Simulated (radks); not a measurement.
Q: The mean radii <r> (bohr) of the occupied orbitals of an atom or ion are listed with their occupations. Method: scalar-relativistic Kohn-Sham, LDA (Slater exchange, Perdew-Wang correlation), spin-polarised, spherical densities, finite nucleus; Fermi nuclear charge, rms radius of each element as measured or else 0.836 A^(1/3) + 0.57 fm; computed with a radial shooting solver on a logarithmic mesh with Libxc functionals.

| orbital | occ. | <r> |
|---|---|---|
| 1s | 2 | 0.04707 |
| 2s | 2 | 0.2104 |
| 2p | 6 | 0.1839 |
| 3s | 2 | 0.6254 |
| 3p | 6 | 0.6476 |
| 3d | 10 | 0.7321 |
| 4s | 2 | 1.933 |

Name the element and its charge. Open shells, if any, are filled with parallel spins first.

A: Z = 32, germanium, charge +2: Ge2+ in [Ar] 3d10 4s2. The 1s radius gives Z: for a bare nucleus <r> = (2 gamma + 1)/(2Z) with gamma = sqrt(1 - (Z/c)^2), 0.04601 bohr for Z = 32, and screening makes it slightly larger (0.04707 here). The occupations add up to 30, and the charge is Z minus that.
